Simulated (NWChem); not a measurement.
System: CH₂AlNO₂; SMILES O=C=[N][AlH][OH]

NWChem printed, in part:

```
             Northwest Computational Chemistry Package (NWChem) 7.3.0
             --------------------------------------------------------

                             Geometry "geometry" -> ""
                             -------------------------

 Output coordinates in angstroms (scale by  1.889725989 to convert to a.u.)

  No.       Tag          Charge          X              Y              Z
 ---- ---------------- ---------- -------------- -------------- --------------
    1 Al                  13.0000    -0.42102948    -1.16299593    -0.13694409
    2 H                    1.0000    -1.50783548    -1.60511693    -1.07256709
    3 N                    7.0000    -0.01240748     0.58533807    -0.14103409
    4 C                    6.0000     0.17018652     1.76173607    -0.23537609
    5 O                    8.0000     0.35401852     2.89985407    -0.32068109
    6 O                    8.0000     0.31055752    -2.27667993     0.80823191
    7 H                    1.0000     0.73034352    -2.92911193     1.35192891

 Effective nuclear repulsion energy (a.u.)     181.7890917977

                           NWChem Geometry Optimization
                           ----------------------------

 maximum gradient threshold         (gmax) =   0.000450
 rms gradient threshold             (grms) =   0.000300
 maximum cartesian step threshold   (xmax) =   0.001800
 rms cartesian step threshold       (xrms) =   0.001200
 fixed trust radius                (trust) =   0.300000
 source of zmatrix                         =

          -------------------
          Energy Minimization
          -------------------

 Using diagonal initial Hessian

          --------
          Step   0

                                 NWChem DFT Module
                                 -----------------

 Summary of "ao basis" -> "ao basis" (spherical)
 ------------------------------------------------------------------------------
       Tag                 Description            Shells   Functions and Types
 ---------------- ------------------------------  ------  ---------------------
 Al                         def2-svp                 8       18   4s3p1d
 H                          def2-svp                 3        5   2s1p
 N                          def2-svp                 6       14   3s2p1d
 C                          def2-svp                 6       14   3s2p1d
 O                          def2-svp                 6       14   3s2p1d

[...]

      ----------------------
      Optimization converged
      ----------------------

  Step       Energy      Delta E   Gmax     Grms     Xrms     Xmax
  ---- ---------------- -------- -------- -------- -------- --------
@   24    -486.40368125 -6.4D-08  0.00015  0.00007  0.00047  0.00112
                                     ok       ok       ok       ok

                         Geometry "geometry" -> "geometry"
                         ---------------------------------

 Output coordinates in angstroms (scale by  1.889725989 to convert to a.u.)

  No.       Tag          Charge          X              Y              Z
 ---- ---------------- ---------- -------------- -------------- --------------
    1 Al                  13.0000    -0.40352834    -1.15586852    -0.12678945
    2 H                    1.0000    -1.51768913    -1.79614934    -1.03220616
    3 N                    7.0000    -0.06971127     0.58312939    -0.21209207
    4 C                    6.0000     0.17655487     1.75812702    -0.23046446
    5 O                    8.0000     0.41049770     2.90246521    -0.25384017
    6 O                    8.0000     0.53961903    -2.03873069     0.96925101
    7 H                    1.0000     0.48809079    -2.97994960     1.13969967

 Effective nuclear repulsion energy (a.u.)     181.1694876968

[...]

 Rotational Constants
 --------------------
 A=   0.661290 cm-1  (  0.951427 K)
 B=   0.056218 cm-1  (  0.080883 K)
 C=   0.051814 cm-1  (  0.074547 K)

 Temperature                      =   298.15K
 frequency scaling parameter      =   1.0000

 Zero-Point correction to Energy  =   21.817 kcal/mol  (  0.034767 au)
 Thermal correction to Energy     =   25.716 kcal/mol  (  0.040981 au)
 Thermal correction to Enthalpy   =   26.308 kcal/mol  (  0.041924 au)

 Total Entropy                    =   78.590 cal/mol-K
   - Translational                =   39.285 cal/mol-K (mol. weight =  86.9901)
   - Rotational                   =   26.218 cal/mol-K (symmetry #  =        1)
   - Vibrational                  =   13.088 cal/mol-K

 Cv (constant volume heat capacity) =   20.014 cal/mol-K
   - Translational                  =    2.979 cal/mol-K
   - Rotational                     =    2.979 cal/mol-K
   - Vibrational                    =   14.055 cal/mol-K

[normal modes left out]

 ----------------------------------------------------------------------------
 Normal Eigenvalue ||           Projected Infra Red Intensities
  Mode   [cm**-1]  || [atomic units] [(debye/angs)**2] [(KM/mol)] [arbitrary]
 ------ ---------- || -------------- ----------------- ---------- -----------
    1       -0.000 ||    0.001298           0.030         1.266       0.094
    2       -0.000 ||    0.000064           0.001         0.062       0.005
    3       -0.000 ||    0.000490           0.011         0.478       0.035
    4        0.000 ||    0.000904           0.021         0.881       0.065
    5        0.000 ||    0.001187           0.027         1.157       0.086
    6        0.000 ||    0.000281           0.006         0.274       0.020
    7       71.704 ||    0.000572           0.013         0.557       0.041
    8      114.592 ||    0.003383           0.078         3.298       0.245
    9      259.593 ||    0.014565           0.336        14.198       1.054
   10      357.732 ||    0.086759           2.002        84.577       6.281
   11      505.619 ||    0.222019           5.122       216.435      16.073
   12      506.267 ||    0.218808           5.048       213.305      15.840
   13      571.346 ||    0.086884           2.004        84.699       6.290
   14      641.025 ||    0.039151           0.903        38.167       2.834
   15      652.177 ||    0.041639           0.961        40.592       3.014
   16      697.141 ||    0.155685           3.592       151.769      11.271
   17      901.566 ||    0.197161           4.549       192.202      14.273
   18     1527.063 ||    0.037385           0.863        36.445       2.706
   19     2006.629 ||    0.163780           3.779       159.661      11.857
   20     2462.377 ||    1.494969          34.490      1457.370     108.227
   21     3993.381 ||    0.133792           3.087       130.427       9.686
 ----------------------------------------------------------------------------
```

Level: PBE0/def2-SVP. 

Write an input that gives this output.

One answer among several that fit: the input that was run:
```
start job
memory heap 200 mb stack 900 mb global 1100 mb
geometry units angstroms noautosym noautoz
  Al    -0.425160    -1.201830    -0.132171
  H     -1.511966    -1.643951    -1.067794
  N     -0.016538     0.546504    -0.136261
  C      0.166056     1.722902    -0.230603
  O      0.349888     2.861020    -0.315908
  O      0.306427    -2.315514     0.813005
  H      0.726213    -2.967946     1.356702
end
basis spherical
  * library def2-svp
end
dft
  xc pbe0
  iterations 150
end
driver
  maxiter 120
end
task dft optimize
task dft freq
```
